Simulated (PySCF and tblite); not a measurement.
Results of a calculation; reference values are marked as such.
Stationary points of C$_{6}$H$_{8}$O$_{3}$ at GFN2-xTB, in Å:

Structure A

```
 1 C    -3.025    1.405    0.212
 2 C    -1.768    0.974    0.171
 3 C    -1.416   -0.414   -0.086
 4 O    -2.463   -1.242   -0.283
 5 C    -0.145   -0.877   -0.131
 6 C     1.069   -0.100    0.062
 7 O     1.170    1.083    0.295
 8 O     2.148   -0.906   -0.055
 9 C     3.407   -0.277    0.112
10 H    -3.854    0.737    0.055
11 H    -3.257    2.438    0.405
12 H    -0.929    1.634    0.327
13 H    -2.155   -2.143   -0.447
14 H     0.035   -1.926   -0.328
15 H     4.156   -1.054   -0.015
16 H     3.480    0.169    1.107
17 H     3.540    0.511   -0.633
```

Structure B

```
 1 C    -3.032    1.304    0.233
 2 C    -1.756    1.036   -0.031
 3 C    -1.220   -0.315   -0.043
 4 O    -2.109   -1.284    0.247
 5 C     0.076   -0.615   -0.313
 6 C     1.127    0.319   -0.666
 7 O     1.031    1.511   -0.808
 8 O     2.343   -0.315   -0.897
 9 C     3.102   -0.566    0.267
10 H    -3.738    0.520    0.452
11 H    -3.404    2.313    0.234
12 H    -1.043    1.812   -0.257
13 H    -1.692   -2.155    0.206
14 H     0.383   -1.655   -0.299
15 H     3.996   -1.091   -0.062
16 H     2.550   -1.190    0.980
17 H     3.386    0.371    0.758
```

Structure C

```
 1 C    -3.172    1.107   -0.092
 2 C    -1.846    1.029   -0.144
 3 C    -1.117   -0.193    0.153
 4 O    -1.893   -1.245    0.490
 5 C     0.234   -0.318    0.113
 6 C     1.177    0.738   -0.235
 7 O     0.880    1.868   -0.547
 8 O     2.502    0.449   -0.215
 9 C     3.021   -0.815    0.130
10 H    -3.778    0.258    0.175
11 H    -3.686    2.026   -0.317
12 H    -1.230    1.873   -0.411
13 H    -1.355   -2.026    0.675
14 H     0.647   -1.288    0.359
15 H     2.693   -1.593   -0.566
16 H     2.761   -1.096    1.155
17 H     4.103   -0.710    0.057
```

The path came from a restrained scan, a climbing-image band and a saddle search at GFN2-xTB; energies are PBE0/pcSseg-1 + D3(BJ), IEF-PCM chloroform//GFN2-xTB, thermal terms GFN2-xTB.

Q: Which structure is a saddle point, and along which motion?

A: B: one imaginary mode (123i cm⁻¹ at GFN2-xTB, mostly on C9, O8, O7), along the rotation about the C6–O8 bond (torsion C5–C6–O8–C9 from -180° to 0°, rising).

Q: Give their symmetry and energies above the lowest.

A: A Cs, 0.0 kcal/mol; B C1, 11.6 kcal/mol; C Cs, 6.5 kcal/mol.
